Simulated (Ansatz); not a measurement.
System: H2Se, charge 0, singlet. H2Se (selane, SMILES [SeH2]).
B3LYP-D3(BJ)/def2-TZVP minimum from Ansatz (a first-principles code):
```
Se
H 1 1.4704
H 1 1.4704 2 91.29
```

Hartree-Fock and CCSD correlation energies in hartree (Ansatz). Open shells are spin-unrestricted; no spin-orbit coupling. Correlated methods leave the cores frozen (noble-gas shells, and filled d and f shells in the p block). No relativity.

```
basis    X        E(HF)  E(corr, CCSD)
-------  -  -----------  -------------
cc-pVTZ  3  -2401.04843       -0.19139
cc-pVQZ  4  -2401.05216       -0.20430
cc-pV5Z  5  -2401.05266       withheld
```

### Question
Fit E(corr) = E∞ + A/X³ to X = 3 and 4, predict X = 5, and compare with the run.

### Answer
A = (-0.19139 - (-0.20430))/(1/27 - 1/64) = 0.6029; E∞ = -0.20430 - A/64 = -0.21372; at X = 5, E∞ + A/125 = -0.20890. The run gave -0.20844, 0.46 mEh above the prediction. The same form on X = 4 and 5 gives E∞ = -0.21278, 0.94 mEh above the first estimate.
